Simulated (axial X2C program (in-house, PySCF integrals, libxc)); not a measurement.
# KC: from Re and ωe to a spectrum

A bond curve at the CCSD(T) level, with spin–orbit coupling, was computed with an in-house all-electron X2C program for linear molecules (integrals from PySCF) (basis K dyall-cv3z [11s12p6d3f], C dyall-v3z [7s6p2d1f] (cores contracted in-house)) for the state Ω = 3/2 (⟨Sz⟩ = 1.50, ⟨Lz⟩ = 0.00 at HF). Its fit gives Re = 2.5345 Å, ωe = 364.5 cm⁻¹, ωexe = 2.31 cm⁻¹ and αe = 2.464e-03 cm⁻¹; the masses are 38.9637 and 12.0000 u. Two-component means X2C with spin–orbit coupling and atomic mean-field Coulomb and Gaunt terms.

Correlated methods: 13 electrons correlated (number of frozen shells: K 2 s, 1 p; C 1 s), 209 virtual spin orbitals or spinors in MP2, 90 natural virtuals in coupled cluster.

Problem. Find the reduced mass, Be and the force constant.

Solution. From the CCSD(T) values: μ = 9.1745 u. Be = 16.8576/(μ Re²) = 0.286 cm⁻¹. k = 5.8918×10⁻⁷ μ ωe² = 0.718 mdyn/Å.

Problem. Estimate De from a Morse curve and compare with the computed well depth of 1.992 eV to K + C.

Solution. De(Morse) = ωe²/(4ωexe) = 1.783 eV against 1.992 eV computed, a ratio of 0.90. For De the Morse form works well here.

Problem. Estimate the centrifugal constant by the Kratzer relation.

Solution. D = 4Be³/ωe² = 7.05e-07 cm⁻¹.

Problem. A Morse curve ties αe to the other constants (Pekeris). How well does that hold?

Solution. αe(Morse) = 6Be²/ωe × (√(ωexe/Be) − 1) = 2.481e-03 cm⁻¹; the CCSD(T) curve gives 2.464e-03 cm⁻¹, a ratio of 1.01.

Problem. Where do the fundamental and the first overtone lie?

Solution. ν(1←0) = ωe − 2ωexe = 359.9 cm⁻¹; ν(2←0) = 2ωe − 6ωexe = 715.1 cm⁻¹.

The state is a single determinant with fixed occupations, the lowest that a limited PBE0 search found. De is counted from the lowest determinant-based energies of the atoms at the same level, without counterpoise correction. CCSD and (T) use frozen natural virtuals with an MP2 correction for the truncation; (T) itself is uncorrected, so its De runs slightly low. The 2c atoms are single determinants rather than J levels; their spin–orbit lowering is only partly caught, and De is too large by that part. This holds for CCSD(T). With several unpaired electrons one determinant need not be a pure state. This is the top spin component of a Σ state; components of lower Ω are not single determinants and can lie lower.
